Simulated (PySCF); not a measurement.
Do core-level shifts follow atomic charges?

C₇H₁₂NP.
Bonds: C1–C2, C2–C3, C3–C4 (aromatic), C4–N5 (aromatic), N5–C6, C6–C7, N5–C8 (aromatic), C8–P9 (aromatic), C3–P9 (aromatic). Hydrogens: H10, H11, H12 on C1; H13, H14 on C2; H15 on C4; H16, H17 on C6; H18, H19, H20 on C7; H21 on C8.

Binding energies: delta-SCF UKS SCAN, pcX-2 on the ionised atom, pcseg-1 elsewhere, spin-free X2C (PySCF 2.14.0). Charges: PBE0/pcSseg-1 ground-state density, for the ionised atom.

```json
{"atom": "C3", "environment": "substituted aromatic carbon", "C 1s (eV)": "289.47", "Mulliken (e)": "-0.589", "IAO (e)": "-0.236", "Hirshfeld (e)": "-0.079", "ESP (e)": "-0.033"}
{"atom": "C1", "environment": "methyl carbon", "C 1s (eV)": "290.22", "Mulliken (e)": "-0.280", "IAO (e)": "-0.404", "Hirshfeld (e)": "-0.118", "ESP (e)": "-0.106"}
{"atom": "C8", "environment": "aromatic CH next to a ring nitrogen", "C 1s (eV)": "290.24", "Mulliken (e)": "-0.149", "IAO (e)": "-0.329", "Hirshfeld (e)": "-0.087", "ESP (e)": "-0.154"}
{"atom": "C2", "environment": "benzylic-type carbon", "C 1s (eV)": "290.44", "Mulliken (e)": "-0.154", "IAO (e)": "-0.245", "Hirshfeld (e)": "-0.070", "ESP (e)": "+0.183"}
{"atom": "C4", "environment": "aromatic CH next to a ring nitrogen", "C 1s (eV)": "290.48", "Mulliken (e)": "+0.278", "IAO (e)": "-0.115", "Hirshfeld (e)": "-0.034", "ESP (e)": "-0.290"}
{"atom": "C7", "environment": "methyl carbon", "C 1s (eV)": "291.00", "Mulliken (e)": "-0.279", "IAO (e)": "-0.417", "Hirshfeld (e)": "-0.115", "ESP (e)": "-0.235"}
{"atom": "C6", "environment": "sp3 carbon bound to nitrogen", "C 1s (eV)": "292.10", "Mulliken (e)": "-0.041", "IAO (e)": "-0.145", "Hirshfeld (e)": "-0.003", "ESP (e)": "+0.192"}
```

Task: How well does each charge scheme correlate with the binding energies over these sites?

Result: Hirshfeld: r = 0.55, slope 10.8 eV per e; Mulliken: r = 0.47, slope 1.4 eV per e; ESP: r = 0.34, slope 1.5 eV per e; IAO: r = 0.24, slope 1.7 eV per e. Hirshfeld charges have the highest r, on only 7 points.

Task: The point-charge model writes a binding energy as kq + V + constant, with V the potential of the other atoms' charges at the site. What does it give with the Mulliken charges?

Result: V = Σ 14.40 eV Å × q/r over all other atoms: +3.57 eV at C3, +2.98 eV at C1, -1.17 eV at C8, -0.73 eV at C2, -7.61 eV at C4, +3.89 eV at C7, -1.21 eV at C6. Fitting binding energy − V to q gives k = 15.5 eV per e and leaves an rms residual of 1.21 eV, against 0.67 eV for the fit on q alone. The model has no term for differences in relaxation between sites.

Geometry: PBE0-D3(BJ)/def2-SVP, one conformer, isolated molecule.

Conformer computed: `[CH3:1][CH2:2][c:3]1[cH:4][n:5]([CH2:6][CH3:7])[cH:8][p:9]1`: C1–C2–C3–C4 -108°, C4–N5–C6–C7 86°.
